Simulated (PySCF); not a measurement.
Computed shifts of a molecule C2H9FOSi2, PBE/pcSseg-1 (PySCF), GIAO, gas phase, atoms alike by connectivity averaged where their shifts nearly agree, in ppm (number of nuclei): ¹³C: 63.9 (1), 30.6 (1). ²⁹Si: 8.1 (1), -67.6 (1). ¹⁹F: -245.1 (1). ¹H: 5.55 (1), 5.43 (1), 4.04 (1), 4.00 (3), 2.15 (1), 1.55 (1), -0.13 (1). References: ¹⁷O against H2O (σ = 334.3 ppm); ¹³C against TMS (σ = 182.0 ppm); ²⁹Si against TMS (σ = 335.4 ppm); ¹⁹F against CFCl3 (σ = 133.6 ppm); ¹H against TMS (σ = 31.49 ppm), references at their B3LYP-D3(BJ)/def2-TZVP geometries, non-relativistic. The structure is a stationary point at B3LYP-D3(BJ)/def2-SVP. The values are those of a single conformer.

### Question
Pick the molecule that these values belong to.
(A) C[C@H](O)[SiH2][SiH2]F
(B) O[C@H]([SiH3])C[SiH2]F
(C) O[Si@@H](CF)C[SiH3]
(D) FC[SiH2]CO[SiH3]

### Answer
B, O[C@H]([SiH3])C[SiH2]F
